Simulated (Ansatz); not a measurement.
## Relaxing a trial structure of GaH4NZn

The starting geometry of this gas-phase singlet was optimised with GFN2-xTB.

```yaml
atoms:
  - { symbol: Ga, position_ang: [-0.0206, -2.9649, 1.0176] }
  - { symbol: N, position_ang: [-0.4671, -1.2620, 0.1364] }
  - { symbol: Zn, position_ang: [0.9384, 0.5458, 0.0878] }
  - { symbol: H, position_ang: [-0.6527, -1.3024, -0.8653] }
  - { symbol: H, position_ang: [1.2474, 0.9842, 1.5020] }
  - { symbol: H, position_ang: [-1.2580, -0.7481, 0.5262] }
  - { symbol: H, position_ang: [1.1651, 0.8854, -1.3721] }
```

Q: Predict what becomes of its bonds when it is optimised with B3LYP/6-31G*.

A: A new bond forms, giving a structure with H5 bridging Zn3 and Ga1, given below by its coordinates. Distances that change by over a tenth: Ga1–Zn3 (3.76 → 2.87 Å), Ga1–H5 (4.18 → 1.98 Å), Zn3–H5 (1.51 → 1.72 Å). Contacts that close: N2–Zn3 (2.29 → 1.97 Å).

The energy falls by 0.50 eV over 23 steps:

```csv
step,E − E(last) (eV)
1,0.503
3,0.373
6,0.312
8,0.153
11,0.015
13,0.004
16,0.000
18,0.000
21,0.000
23,0.000
```

Final geometry (Å):

```yaml
atoms:
  - { symbol: Ga, position_ang: [0.3299, -1.8200, 1.7262] }
  - { symbol: N, position_ang: [-0.6490, -1.0231, -0.0246] }
  - { symbol: Zn, position_ang: [0.8257, 0.2821, -0.1677] }
  - { symbol: H, position_ang: [-0.7621, -1.7072, -0.7734] }
  - { symbol: H, position_ang: [1.5849, -0.3646, 1.2293] }
  - { symbol: H, position_ang: [-1.5878, -0.6693, 0.1620] }
  - { symbol: H, position_ang: [1.2108, 1.4400, -1.1192] }
```

Frequencies at the end are all real (lowest 41 cm⁻¹). Run with Ansatz 0.2.0, 96 s on 2 threads of Intel(R) Xeon(R) Platinum 8259CL CPU @ 2.50GHz (Skylake/Cascade Lake) (shared host).
